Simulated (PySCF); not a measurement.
# Static response to an electric field

Species: (F)1Al(OSiH2)2O.
Structure used (PBE0-D3(BJ)/def2-SVP), in Å, numbered top down from 1:
```xyz
11
AlFH4O3Si2 angstrom
Al     0.8056   -1.2796    1.1288
F      1.5277   -2.3919    2.1044
O     -0.2266   -1.7086   -0.1513
Si    -0.9680   -0.6712   -1.2162
O     -0.5672    0.8821   -0.7722
Si     0.3855    1.6002    0.3885
O      1.0431    0.3920    1.3206
H     -0.4679   -0.9262   -2.5928
H     -2.4429   -0.8316   -1.1322
H      1.4715    2.3661   -0.2783
H     -0.4627    2.4832    1.2315
```

Level: CAM-B3LYP/def2-SVPD (PySCF), static field, nuclei fixed, core orbitals frozen in the response. The polarisability tensor in these axes (au):

```
x   68.42  1.17  4.87
y    1.17 74.84  0.85
z    4.87  0.85 70.83
```

Question: What are the eigenvalues, a third of the trace, and Δα (Δα² = ½Σ(αi − αj)² over the three pairs)?

Answer: Principal values 64.59, 73.36 and 76.14 au; mean 71.37 au = 10.58 Å³ = 11.77 × 10⁻⁴⁰ C²·m²/J; Δα = 10.44 au (15 % of the mean).

Question: What is the dipole moment, and where does it point?

Answer: (-0.50, 0.76, -0.68) D, 1.14 D in size, pointing from the negative to the positive side. Measured along this direction, the outermost atoms are F2 at the negative end and O5 and H9 at the positive end.

Question: Refractivity n − 1 of an ideal gas of it at 273.15 K and 1 atm, from the electronic α?

Answer: N = p/kT = 2.6868 × 10¹⁹ cm⁻³, so n − 1 = 2π × N × 10.58 × 10⁻²⁴ cm³ = 1785 × 10⁻⁶ at long wavelengths, for an ideal gas.

Question: Orientational against electronic polarisability at 298 K (dilute gas, rigid molecules)?

Answer: In Gaussian units μ²/3kT = 10.44 Å³ against 10.58 Å³, a ratio of 0.99; the Debye molar polarisation (4π/3)N_A(α + μ²/3kT) is 53.0 cm³/mol, leaving out the vibrational part.

Question: What molar refraction does this α imply?

Answer: Lorentz–Lorenz: R = (4π/3)N_A α = 2.5225 cm³/(mol·Å³) × 10.58 Å³ = 26.7 cm³/mol, in the limit of long wavelengths.

Isolated species at its PBE0-D3(BJ)/def2-SVP geometry (one conformer only).
